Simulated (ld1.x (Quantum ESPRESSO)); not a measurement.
## An all-electron radial function and its pseudo partner (silicon)

Columns: radius, all-electron u(r) and pseudo u(r) of the 3s shell (level -14.78 eV) of silicon in the configuration [Ne] 3s2 3p1.5; PW91, scalar-relativistic, RRKJ scheme, ld1.x (Quantum ESPRESSO) 7.5.

| r (bohr) | all-electron | pseudo |
| --- | --- | --- |
| 0.098 | 0.1306 | 0.0280 |
| 0.195 | -0.1225 | 0.0565 |
| 0.292 | -0.3001 | 0.0868 |
| 0.390 | -0.3478 | 0.1201 |
| 0.488 | -0.2962 | 0.1572 |
| 0.585 | -0.1879 | 0.1983 |
| 0.682 | -0.0532 | 0.2447 |
| 0.780 | 0.0888 | 0.2972 |
| 0.878 | 0.2243 | 0.3552 |
| 0.975 | 0.3452 | 0.4170 |
| 1.072 | 0.4495 | 0.4811 |
| 1.170 | 0.5373 | 0.5454 |
| 1.268 | 0.6081 | 0.6054 |
| 1.365 | 0.6625 | 0.6571 |
| 1.463 | 0.7028 | 0.6986 |
| 1.560 | 0.7298 | 0.7276 |
| 1.658 | 0.7454 | 0.7447 |
| 1.755 | 0.7509 | 0.7508 |
| 1.852 | 0.7480 | 0.7480 |
| 1.950 | 0.7379 | 0.7379 |
| 2.047 | 0.7223 | 0.7223 |
| 2.145 | 0.7019 | 0.7019 |
| 2.242 | 0.6781 | 0.6781 |
| 2.340 | 0.6515 | 0.6515 |
| 2.438 | 0.6230 | 0.6230 |
| 2.535 | 0.5935 | 0.5935 |

(1) How many radial nodes do the two functions have?

(2) At about which radius was the pseudo-wave matched?

(3) Is the pseudo-wave norm-conserving?

Answers

(1) The all-electron 3s function has n − l − 1 = 2; the pseudo-wave has 0, since the states of the same l below it are removed with the core.

(2) 1.95 bohr. The columns agree to 0.0005 from 1.75 bohr on; several derivatives are matched, so the curves merge somewhat inside the radius.

(3) Yes: the RRKJ scheme keeps the norm inside the radius equal to the all-electron one, which fixes the energy derivative of the logarithmic derivative at the level.
